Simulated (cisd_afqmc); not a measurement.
Input (AFQMC/CISD/cc-pVQZ; cisd_afqmc is a phaseless AFQMC code with CISD trial states that reads the integrals written by Ansatz):

Ansatz 0.2 input:
```python
import cisd_afqmc

open("ham.yaml", "w").write("""\
crystal:
  periodic: [false, false, false]
  atoms:
    - {symbol: F, position_ang: [0.00000000, 0.00000000, 0.00000000]}
basis:
  gaussian:
    orbitals: cc-pVQZ
magnetization: {spin_polarized: true, initial_magnetization: 1}
correlation: {method: ccsd, electrons: outside_noble_gas, hamiltonian_folder: ham}
scf: {lower_state_search: full}
""")
rep = cisd_afqmc.ansatz("ham.yaml")
e_ccsd = rep["correlation"]["coupled_cluster"]["energy"]["hartree"]
out = cisd_afqmc.run("ham", e_ccsd, trial="CISD", walkers=2000, populations=1, threads=12, dt=0.005, steps=40, early=24, settle=10, least=100,
    cut=5e-5, rank_cut=2e-4, target=0.0004, seconds=1000, seed=4, memory=62639, gpu=True)
```

Output:

```
orbitals 54, occupied [4, 3], factors 285 of 339, rank of the doubles 217 of 353
E(HF) = -99.413770
E(CCSD) on the cut factors = -99.645626, shift to the whole factors -0.000000
Energy of the trial state on the determinant = -99.645625
  tau behind 7.2 of longer steps, mean of the populations' last blocks
   2.0  -99.65055
   4.0  -99.65036
   6.0  -99.65017
   8.0  -99.65044
  10.0  -99.65042
  12.0  -99.65026
  14.0  -99.65045
  16.0  -99.65043
  18.0  -99.65004
  20.0  -99.65032
  22.0  -99.64989
blocks 100 (0 outliers left out), error by blocks joined: 1: 0.00005, 2: 0.00005, 4: 0.00005, 8: 0.00007
E(AFQMC/CISD) = -99.65028 +/- 0.00007
```

The error still grows at the longest joins of blocks, or few joins were possible, so the printed bar may be too narrow.
